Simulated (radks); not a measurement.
Fractional charge and spin in the 2p shell of magnesium: the spin-up occupation runs from 2 to 3 and the spin-down occupation from 2 to 3; the fullest corner is Mg+, [He] 2s2 3s(up 0.5, down 0.5) 2p(up 3, down 3). Method: scalar-relativistic Kohn-Sham, PBE, spin-polarised, spherical densities, finite nucleus; Fermi nuclear charge, rms radius of each element as measured or else 0.836 A^(1/3) + 0.57 fm; computed with a radial shooting solver on a logarithmic mesh with Libxc functionals. Energy (eV) above the fullest corner. The planes named below are the two flat planes that join the four corners, with an edge along up + down = one added electron.

down \ up,2,2.5,3
2,167.032,113.996,68.313
2.5,113.996,69.006,30.930
3,68.313,30.930,0.000

Corners above the fullest one (they belong to Mg2+ and the next ion): (up 3, down 2) 68.313 eV, (up 2, down 3) 68.313 eV, (up 2, down 2) 167.03 eV. With half an added electron in each spin the energy lies 0.693 eV from the planes, and with half an added electron in spin up alone -3.677 eV. The planes are only a guide here: the flat-plane condition holds for ground states with one frontier orbital, while this shell lies below other occupied shells, so the corners above the fullest one are inner-hole states and not the ground states of those ions.
